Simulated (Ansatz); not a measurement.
`[F][In]([F])[Cl]` + `N=C=O` → `O=C=[N][In]([F])[F]` + HCl at 500 K and 1 bar (ligand exchange at the In–Cl bond).

Program: Ansatz. Geometries: PBE0-D4/def2-TZVP. ΔE: electronic, gas phase. CCSD(T)/CBS adds triple-zeta CCSD(T) − MP2 to the extrapolated MP2 energy (def2 sets, frozen cores). This one scheme is used for every species. Elements past krypton have def2 core potentials. For In outer-core shells are correlated without core-valence functions, which leaves a few kJ/mol of doubt a bond. Each species was taken in one conformer, which may not be the lowest.

| species | CCSD(T)/CBS energy (Eh) | H − E (kJ/mol) | S (J/(mol·K)) |
| --- | --- | --- | --- |
| `[F][In]([F])[Cl]` | -849.27843 | 44.2 | 367.9 |
| `N=C=O` | -168.51995 | 77.7 | 264.2 |
| `O=C=[N][In]([F])[F]` | -557.39754 | 86.3 | 433.9 |
| HCl | -460.38127 | 32.5 | 201.9 |

H − E and S are ideal-gas, rigid-rotor, harmonic terms from PBE0-D4/def2-TZVP, for one conformer and one mirror image of each species. 1 Eh = 2625.50 kJ/mol, R = 8.31446 J/(mol·K).

Q: By hand: ΔE, ΔH, ΔS and ΔG.

A: ΔE = (-557.39754) + (-460.38127) − (-849.27843) − (-168.51995) = 0.01957 Eh = 51.4 kJ/mol. Δ(H − E) = 86.3 + 32.5 − 44.2 − 77.7 = -3.1, so ΔH = 48.3 kJ/mol. ΔS = 433.9 + 201.9 − 367.9 − 264.2 = 3.7 J/(mol·K). ΔG = 48.3 − 500 × (3.7)/1000 = 46.4 kJ/mol.

Q: By hand: the equilibrium constant, and the temperature at which ΔG would vanish if ΔH and ΔS stayed fixed.

A: log₁₀ K = −ΔG/(RT ln 10) = -4.8. ΔG = 0 at ΔH/ΔS = 13054 K, far beyond where these terms or the molecules hold.

The number of gas molecules stays the same, so ΔS is small and ΔH decides. A doubt of 5 kJ/mol in ΔE shifts log₁₀ K by 0.5 here. Other conformers and mirror images would add mixing entropy, several J/(mol·K) or more a flexible species. Modes under 60 cm⁻¹, often nearly free rotors, make the harmonic entropy too high. These are equilibria of isolated gas molecules and say nothing of rates. Largest T1 diagnostic: 0.018 (customary marks: 0.02 for closed shells, 0.045 for open ones).
